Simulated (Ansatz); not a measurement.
Reaction: CH5BO (SMILES BOC) → CH4BO (SMILES [BH]OC, doublet) + H (doublet) (the B-H bond breaks)
Each species at its own B3LYP-D3(BJ)/def2-TZVP minimum (Ansatz, a first-principles code).

Property: bond dissociation energy (electronic), in kJ/mol. Radicals and triplets start from unrestricted determinants; spin-orbit coupling is neglected. CBS(X,Y): correlation extrapolated as X^-3, Hartree-Fock from the larger set. A bracket is a step between two methods taken in the basis named. Functionals run without relativity, which enters their misses. 'core' is core correlation in cc-pwCVTZ, 'X2C' scalar relativity in cc-pVTZ-DK, both at CCSD(T). For partners of very few electrons the exact lower level stands in for a higher one.

CCSD(T)/CBS(cc-pVTZ,cc-pVQZ) + [CCSDT(Q) - CCSD(T)]/cc-pVDZ + core + X2C (Ansatz) gives 465.9 kJ/mol.

What does PBE/def2-TZVPD (Ansatz) give here, and how do the other levels compare?

PBE gives 440.7 kJ/mol, 25.2 kJ/mol below it. Differences of the others: B3LYP/def2-TZVPD (Ansatz) -8.7; PBE0/def2-TZVPD (Ansatz) -21.5; wB97M-V/def2-TZVPD (Ansatz) 1.2; CCSD(T)/CBS(cc-pVTZ,cc-pVQZ) + core + X2C (Ansatz) 0.2 kJ/mol. Nearer than PBE: B3LYP/def2-TZVPD, PBE0/def2-TZVPD, wB97M-V/def2-TZVPD, CCSD(T)/CBS(cc-pVTZ,cc-pVQZ) + core + X2C.
